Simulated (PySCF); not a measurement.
Cl₄Ge, SMILES [Cl][Ge]([Cl])([Cl])[Cl] at its PBE0/def2-SVP optimised geometry (Å):

```
5

Cl    -1.4166    -2.0042     1.7363
Ge    -0.7086    -1.0022     0.0000
Cl    -1.4172    -2.0048    -1.7358
Cl    -1.4173     1.0022     0.0000
Cl     1.4173    -1.0022     0.0000
```

Computed with PBE0/def2-TZVP run with PySCF. Cells within 0.4 Å of a nucleus heavier than hydrogen are left out (blank, or x).

Map of the log10 of the electron density (e/bohr³), floored at −4 on the plane z = 0.0 Å:

```
|000000000000000000000000000|
|000000111110000000000000000|
|000011222221100000000000000|
|001122333332211000000000000|
|011233444443321000000000000|
|012344555554432100000000000|
|123455666665433210000000000|
|123456777776543211000000000|
|2345677xx876543221111000000|
|2345678xxx77654322222110000|
|2345678xxx77654333333221000|
|234567788776554444444332100|
|123456777776554455555443210|
|123455667766655566666543221|
|122345566777666667777654321|
|012334566899766677887764321|
|0122345679xx97677xxx7765421|
|012234567xxx97677xxx8765421|
|0122345679xx876778xx7765321|
|012334556787766677777654321|
|012334455666555566766554321|
|012234455555544555655543210|
|012233444444444444444432210|
|011223344443333333333322100|
|001222333333222222222211000|
|000122223222211111111100000|
|000011222221110000000000000|
```
Scale: ten equal steps from -4.00 (start of '0') to 0.374 (end of '9'), in the order '0123456789'; x runs from -3.50 to 3.50, y from -3.50 (bottom) to 3.50 (top).
